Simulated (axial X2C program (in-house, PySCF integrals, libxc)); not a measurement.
YbTe: the levels of the configuration f12 s1 d(πδ)1

Computed with an axial X2C code built on PySCF integrals: two-component X2C with atomic mean-field Coulomb and Gaunt terms, basis Yb dyall-v3z, Te dyall-v3z (cores contracted in-house). Orbitals come from Hartree–Fock averaged over the configuration Yb f12 s1 d(πδ)1; CI then distributes these electrons over the f, s, d(πδ) shells of Yb, the count in the first shell held.

R = 2.597 Å (near the minimum of the configuration average).

Lowest levels of this model:

```json
{"Ω": "4", "energy (cm⁻¹)": "0", "g∥": "11.43", "μ (D)": "-7.46", "configuration": "98% f12 s1 d(πδ)1"}
{"Ω": "5", "energy (cm⁻¹)": "107", "g∥": "13.93", "μ (D)": "-7.50", "configuration": "99% f12 s1 d(πδ)1"}
{"Ω": "3", "energy (cm⁻¹)": "197", "g∥": "8.79", "μ (D)": "-7.45", "configuration": "98% f12 s1 d(πδ)1"}
{"Ω": "2", "energy (cm⁻¹)": "568", "g∥": "6.15", "μ (D)": "-7.44", "configuration": "98% f12 s1 d(πδ)1"}
{"Ω": "1", "energy (cm⁻¹)": "1063", "g∥": "3.52", "μ (D)": "-7.43", "configuration": "98% f12 s1 d(πδ)1"}
{"Ω": "0", "energy (cm⁻¹)": "1631", "g∥": "0.00", "μ (D)": "-7.30", "configuration": "100% f12 s1 d(πδ)1"}
{"Ω": "0", "energy (cm⁻¹)": "1632", "g∥": "0.00", "μ (D)": "-7.57", "configuration": "99% f12 s1 d(πδ)1"}
{"Ω": "1", "energy (cm⁻¹)": "2060", "g∥": "2.03", "μ (D)": "-7.34", "configuration": "78% f12 s1 d(πδ)1 + 20% f12 s2"}
{"Ω": "0", "energy (cm⁻¹)": "2130", "g∥": "0.00", "μ (D)": "-7.06", "configuration": "56% f12 s2 + 39% f12 s1 d(πδ)1"}
{"Ω": "6", "energy (cm⁻¹)": "2191", "g∥": "12.27", "μ (D)": "-7.52", "configuration": "99% f12 s1 d(πδ)1"}
{"Ω": "7", "energy (cm⁻¹)": "2226", "g∥": "14.77", "μ (D)": "-7.53", "configuration": "100% f12 s1 d(πδ)1"}
{"Ω": "2", "energy (cm⁻¹)": "2236", "g∥": "4.24", "μ (D)": "-7.33", "configuration": "72% f12 s1 d(πδ)1 + 25% f12 s2"}
{"Ω": "5", "energy (cm⁻¹)": "2238", "g∥": "9.78", "μ (D)": "-7.52", "configuration": "98% f12 s1 d(πδ)1"}
{"Ω": "4", "energy (cm⁻¹)": "2318", "g∥": "7.63", "μ (D)": "-7.50", "configuration": "94% f12 s1 d(πδ)1 + 5% f12 s2"}
{"Ω": "3", "energy (cm⁻¹)": "2339", "g∥": "5.96", "μ (D)": "-7.44", "configuration": "85% f12 s1 d(πδ)1 + 14% f12 s2"}
{"Ω": "1", "energy (cm⁻¹)": "2361", "g∥": "1.64", "μ (D)": "-7.21", "configuration": "64% f12 s1 d(πδ)1 + 33% f12 s2"}
{"Ω": "8", "energy (cm⁻¹)": "2427", "g∥": "18.17", "μ (D)": "-7.53", "configuration": "100% f12 s1 d(πδ)1"}
{"Ω": "7", "energy (cm⁻¹)": "2577", "g∥": "15.12", "μ (D)": "-7.51", "configuration": "100% f12 s1 d(πδ)1"}
{"Ω": "4", "energy (cm⁻¹)": "2600", "g∥": "9.95", "μ (D)": "-7.44", "configuration": "99% f12 s1 d(πδ)1"}
{"Ω": "2", "energy (cm⁻¹)": "2797", "g∥": "3.77", "μ (D)": "-7.37", "configuration": "82% f12 s1 d(πδ)1 + 16% f12 s2"}
{"Ω": "3", "energy (cm⁻¹)": "2809", "g∥": "6.94", "μ (D)": "-7.46", "configuration": "97% f12 s1 d(πδ)1"}
{"Ω": "9", "energy (cm⁻¹)": "2824", "g∥": "21.99", "μ (D)": "-7.52", "configuration": "100% f12 s1 d(πδ)1"}
{"Ω": "6", "energy (cm⁻¹)": "2874", "g∥": "12.94", "μ (D)": "-7.50", "configuration": "99% f12 s1 d(πδ)1"}
{"Ω": "8", "energy (cm⁻¹)": "2941", "g∥": "19.55", "μ (D)": "-7.50", "configuration": "100% f12 s1 d(πδ)1"}
{"Ω": "5", "energy (cm⁻¹)": "3197", "g∥": "10.75", "μ (D)": "-7.50", "configuration": "99% f12 s1 d(πδ)1"}
{"Ω": "7", "energy (cm⁻¹)": "3345", "g∥": "17.24", "μ (D)": "-7.49", "configuration": "100% f12 s1 d(πδ)1"}
{"Ω": "2", "energy (cm⁻¹)": "3502", "g∥": "5.32", "μ (D)": "-7.33", "configuration": "74% f12 s1 d(πδ)1 + 23% f12 s2"}
{"Ω": "4", "energy (cm⁻¹)": "3519", "g∥": "8.56", "μ (D)": "-7.49", "configuration": "96% f12 s1 d(πδ)1"}
{"Ω": "3", "energy (cm⁻¹)": "3563", "g∥": "7.12", "μ (D)": "-7.11", "configuration": "49% f12 s2 + 44% f12 s1 d(πδ)1"}
{"Ω": "1", "energy (cm⁻¹)": "3708", "g∥": "3.42", "μ (D)": "-7.46", "configuration": "90% f12 s1 d(πδ)1 + 8% f12 s2"}
```

g∥ is the magnitude of 2⟨Lz + ge Sz⟩ for the +Ω component. μ is positive if the Te end is positive.

(1) From Ω and g∥ of the lowest level, whose 2⟨Lz + ge Sz⟩ is positive, find ⟨Sz⟩ and ⟨Lz⟩ (ge = 2.0023).

Occupations of the active spinors in the lowest level by ω, shell by shell in order of energy: -7/2: 0.12; -5/2: 0.96 0.82 0.04; -3/2: 0.98 0.19 0.56 0.27; -1/2: 1.00 0.96 0.06 0.10; 1/2: 1.00 0.99 0.95 0.00; 3/2: 1.00 1.00 0.01 0.00; 5/2: 1.00 1.00 0.01; 7/2: 1.00. The leading determinant has weight 0.50 among 255.

This point took 9.4 s on 1 thread of Arm Neoverse N1 (shared host).

Dynamic correlation is missing, so gaps between terms are too wide and other configurations may lie lower; the lowest level listed is that of this model, not necessarily the ground state. With the count in the first shell held, other counts are excluded: this configuration can lie several eV above the ground configuration of the molecule. At most 4 roots were kept for each Ω > 0 (twice that for Ω = 0) within 2.2 eV of the lowest, so higher up levels can be missing between those listed; levels with Ω > 0 are doubly degenerate and listed once, Ω = 0 levels singly. Some active spinors are only partly of the character that their shell is named for, so the shell names and counts are nominal. Along the bond the averaged SCF switches between close solutions, so this one may not be the lowest.

## Answers

(1) Ω = ⟨Lz⟩ + ⟨Sz⟩ = 4 and ⟨Lz⟩ + ge⟨Sz⟩ = 5.715, so ⟨Sz⟩ = 1.71 and ⟨Lz⟩ = 2.29.
